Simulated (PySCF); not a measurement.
Point-charge models of `C[C@@]12C=C[C@H]3[C@@H]1[C@H]32` against its computed dipole.

Coordinates (GFN2-xTB, Å) and charges (e) from the PBE0/pcSseg-1 density (PySCF):

```json
{"atom": "C1", "x": "1.860", "y": "0.597", "z": "-0.190", "Mulliken": "-0.0960", "IAO": "-0.4273", "Hirshfeld": "-0.1172", "ESP-fitted": "-0.5797"}
{"atom": "C2", "x": "0.425", "y": "0.200", "z": "0.001", "Mulliken": "-0.4613", "IAO": "+0.0278", "Hirshfeld": "+0.0165", "ESP-fitted": "+0.4597"}
{"atom": "C3", "x": "-0.504", "y": "0.994", "z": "0.861", "Mulliken": "+0.0232", "IAO": "-0.1836", "Hirshfeld": "-0.0711", "ESP-fitted": "-0.3987"}
{"atom": "C4", "x": "-1.677", "y": "0.369", "z": "0.804", "Mulliken": "-0.0071", "IAO": "-0.1745", "Hirshfeld": "-0.0685", "ESP-fitted": "-0.2708"}
{"atom": "C5", "x": "-1.460", "y": "-0.802", "z": "-0.089", "Mulliken": "-0.1833", "IAO": "-0.1373", "Hirshfeld": "-0.0398", "ESP-fitted": "-0.0194"}
{"atom": "C6", "x": "-0.394", "y": "-0.445", "z": "-1.106", "Mulliken": "+0.0106", "IAO": "-0.1563", "Hirshfeld": "-0.0557", "ESP-fitted": "-0.2557"}
{"atom": "C7", "x": "-0.019", "y": "-1.254", "z": "0.046", "Mulliken": "+0.0108", "IAO": "-0.1562", "Hirshfeld": "-0.0557", "ESP-fitted": "-0.2551"}
{"atom": "H8", "x": "2.379", "y": "0.615", "z": "0.767", "Mulliken": "+0.1228", "IAO": "+0.1474", "Hirshfeld": "+0.0438", "ESP-fitted": "+0.1531"}
{"atom": "H9", "x": "1.923", "y": "1.590", "z": "-0.633", "Mulliken": "+0.1228", "IAO": "+0.1474", "Hirshfeld": "+0.0438", "ESP-fitted": "+0.1527"}
{"atom": "H10", "x": "2.367", "y": "-0.108", "z": "-0.846", "Mulliken": "+0.1064", "IAO": "+0.1441", "Hirshfeld": "+0.0441", "ESP-fitted": "+0.1561"}
{"atom": "H11", "x": "-0.222", "y": "1.881", "z": "1.391", "Mulliken": "+0.0562", "IAO": "+0.1524", "Hirshfeld": "+0.0479", "ESP-fitted": "+0.2111"}
{"atom": "H12", "x": "-2.608", "y": "0.610", "z": "1.277", "Mulliken": "+0.0743", "IAO": "+0.1545", "Hirshfeld": "+0.0485", "ESP-fitted": "+0.1903"}
{"atom": "H13", "x": "-2.248", "y": "-1.501", "z": "-0.323", "Mulliken": "+0.0871", "IAO": "+0.1479", "Hirshfeld": "+0.0494", "ESP-fitted": "+0.1340"}
{"atom": "H14", "x": "-0.296", "y": "-0.543", "z": "-2.167", "Mulliken": "+0.0669", "IAO": "+0.1568", "Hirshfeld": "+0.0571", "ESP-fitted": "+0.1613"}
{"atom": "H15", "x": "0.470", "y": "-2.195", "z": "0.185", "Mulliken": "+0.0669", "IAO": "+0.1569", "Hirshfeld": "+0.0570", "ESP-fitted": "+0.1610"}
```

**Question.** Compute μ = Σ q r for each scheme (1 e·Å = 4.803 D) and compare with the dipole of the full density.

**Answer.** The full density gives (0.56, -0.55, -0.57) D, 0.97 D in size; dipole vectors point from the negative to the positive end.

| scheme | μx | μy | μz | size (D) | share of the full size (%) | angle to the full dipole (°) |
| --- | --- | --- | --- | --- | --- | --- |
| Mulliken | 1.34 | 0.46 | -0.11 | 1.42 | 147 | 66 |
| IAO | 0.48 | -0.39 | -0.43 | 0.76 | 79 | 4 |
| Hirshfeld | 0.36 | -0.26 | -0.30 | 0.54 | 56 | 7 |
| ESP-fitted | 0.56 | -0.53 | -0.55 | 0.95 | 98 | 1 |

**Question.** Which set comes closest?

**Answer.** Length of the difference vector: ESP-fitted 0.02 D, IAO 0.22 D, Hirshfeld 0.43 D, Mulliken 1.35 D. Closest: ESP-fitted. ESP charges are fitted to the potential around the molecule, whose slowest-falling term is the dipole's. 

**Question.** What is left for the Hirshfeld atoms' own dipoles?

**Answer.** The Hirshfeld atoms' densities add up to the full density, so μ = Σ q r + Σ (atomic dipoles). The atomic dipoles sum to (0.56, -0.55, -0.57) − (0.36, -0.26, -0.30) = (0.20, -0.29, -0.27) D, 0.43 D in size.

**Question.** With the origin at the mean of the coordinates, (0.000, 0.001, -0.001) Å, which are the largest single terms, by size, of the IAO dipole along the direction of the full one?

**Answer.** H12 -1.93, C1 -1.74, H11 -1.47, C4 +1.38, H10 +1.33 D; all 15 atoms together +0.76 D. The single terms depend on the origin, their sum doesn't.

**Question.** Give the size of the full dipole in other units.

**Answer.** 0.97 D = 0.380 au = 0.201 e·Å = 3.22 × 10⁻³⁰ C·m.

Isolated species at its GFN2-xTB geometry, gas phase.
